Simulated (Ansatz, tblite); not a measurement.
Removing and adding an electron: AsH2(SiH3) (SiAsH5). Charge 0, multiplicity 1. Geometry: r2SCAN-D4/def2-TZVP. Ansatz, gas phase; energy differences of separate SCF runs; the oxidised species was run as a doublet alone; the reduced species was run as a doublet alone.

```xyz
7

As   -0.4643    0.3292   -1.4765
H     0.9247   -0.1559   -1.8649
H    -1.0129   -1.0900   -1.4693
Si    0.0631    0.2232    0.8294
H     0.7378   -1.0377    1.2281
H    -1.1985    0.3618    1.6002
H     0.9500    1.3694    1.1530
```

The xTB rows come from tblite. Correlated methods freeze 14 core orbitals; core or outer-core shells of As are correlated, in sets that lack core-valence functions. In CCSD on the charge -1 doublet the largest single amplitude is 0.35, so its Hartree–Fock determinant may place the open shell otherwise than the density functionals do.

Task: Estimate orbital energies and vertical ionisation energies and electron affinities at: GFN1-xTB; GFN2-xTB; HF/def2-TZVPP; PBE-D4/def2-TZVP; PBE-D4/def2-TZVPD; r2SCAN-D4/def2-TZVP; r2SCAN-D4/def2-TZVPD; PBE0-D4/def2-TZVP; PBE0-D4/def2-TZVPD; MP2/def2-TZVPP; CCSD/def2-TZVPD; CCSD/def2-TZVPP; CCSD(T)/def2-TZVPD; CCSD(T)/def2-TZVPP.

Result: 
```json
{"level": "GFN1-xTB", "−HOMO (eV)": "10.84", "vertical IE (eV)": "14.14", "−LUMO (eV)": "5.81", "vertical EA (eV)": "–", "HOMO–LUMO gap (eV)": "5.03", "IE − EA (eV)": "–", "remarks": "–"}
{"level": "GFN2-xTB", "−HOMO (eV)": "10.01", "vertical IE (eV)": "13.12", "−LUMO (eV)": "5.23", "vertical EA (eV)": "2.23", "HOMO–LUMO gap (eV)": "4.77", "IE − EA (eV)": "10.89", "remarks": "–"}
{"level": "HF/def2-TZVPP", "−HOMO (eV)": "–", "vertical IE (eV)": "8.78", "−LUMO (eV)": "–", "vertical EA (eV)": "–", "HOMO–LUMO gap (eV)": "–", "IE − EA (eV)": "–", "remarks": "–"}
{"level": "PBE-D4/def2-TZVP", "−HOMO (eV)": "6.51", "vertical IE (eV)": "9.68", "−LUMO (eV)": "0.64", "vertical EA (eV)": "–", "HOMO–LUMO gap (eV)": "5.87", "IE − EA (eV)": "–", "remarks": "–"}
{"level": "PBE-D4/def2-TZVPD", "−HOMO (eV)": "6.54", "vertical IE (eV)": "–", "−LUMO (eV)": "0.85", "vertical EA (eV)": "-0.90", "HOMO–LUMO gap (eV)": "5.68", "IE − EA (eV)": "–", "remarks": "HOMO above zero (-1 doublet)"}
{"level": "r2SCAN-D4/def2-TZVP", "−HOMO (eV)": "6.77", "vertical IE (eV)": "9.73", "−LUMO (eV)": "0.33", "vertical EA (eV)": "–", "HOMO–LUMO gap (eV)": "6.44", "IE − EA (eV)": "–", "remarks": "–"}
{"level": "r2SCAN-D4/def2-TZVPD", "−HOMO (eV)": "6.78", "vertical IE (eV)": "–", "−LUMO (eV)": "0.45", "vertical EA (eV)": "-1.06", "HOMO–LUMO gap (eV)": "6.33", "IE − EA (eV)": "–", "remarks": "HOMO above zero (-1 doublet)"}
{"level": "PBE0-D4/def2-TZVP", "−HOMO (eV)": "7.56", "vertical IE (eV)": "9.74", "−LUMO (eV)": "-0.17", "vertical EA (eV)": "–", "HOMO–LUMO gap (eV)": "7.73", "IE − EA (eV)": "–", "remarks": "–"}
{"level": "PBE0-D4/def2-TZVPD", "−HOMO (eV)": "7.58", "vertical IE (eV)": "–", "−LUMO (eV)": "0.14", "vertical EA (eV)": "-1.03", "HOMO–LUMO gap (eV)": "7.44", "IE − EA (eV)": "–", "remarks": "HOMO above zero (-1 doublet)"}
{"level": "MP2/def2-TZVPP", "−HOMO (eV)": "–", "vertical IE (eV)": "9.77", "−LUMO (eV)": "–", "vertical EA (eV)": "–", "HOMO–LUMO gap (eV)": "–", "IE − EA (eV)": "–", "remarks": "–"}
{"level": "CCSD/def2-TZVPD", "−HOMO (eV)": "–", "vertical IE (eV)": "–", "−LUMO (eV)": "–", "vertical EA (eV)": "-1.26", "HOMO–LUMO gap (eV)": "–", "IE − EA (eV)": "–", "remarks": "HOMO above zero (-1 doublet), large T1 (0.053) (-1 doublet)"}
{"level": "CCSD/def2-TZVPP", "−HOMO (eV)": "–", "vertical IE (eV)": "9.70", "−LUMO (eV)": "–", "vertical EA (eV)": "–", "HOMO–LUMO gap (eV)": "–", "IE − EA (eV)": "–", "remarks": "–"}
{"level": "CCSD(T)/def2-TZVPD", "−HOMO (eV)": "–", "vertical IE (eV)": "–", "−LUMO (eV)": "–", "vertical EA (eV)": "-1.19", "HOMO–LUMO gap (eV)": "–", "IE − EA (eV)": "–", "remarks": "HOMO above zero (-1 doublet), large T1 (0.053) (-1 doublet)"}
{"level": "CCSD(T)/def2-TZVPP", "−HOMO (eV)": "–", "vertical IE (eV)": "9.76", "−LUMO (eV)": "–", "vertical EA (eV)": "–", "HOMO–LUMO gap (eV)": "–", "IE − EA (eV)": "–", "remarks": "–"}
```

Run but left out: HF/def2-TZVPD, MP2/def2-TZVPD (charge -1 doublet: a determinant that CCSD turns far, T1 0.053).   A HOMO above zero means that the electron is unbound at that level or that self-interaction error raises the level; the energy of removing that electron tells which. Raw xTB energy differences between charge states are shifted by several eV; the methods need an empirical correction for them. A negative affinity means that the extra electron isn't bound; its size then hangs on the basis.
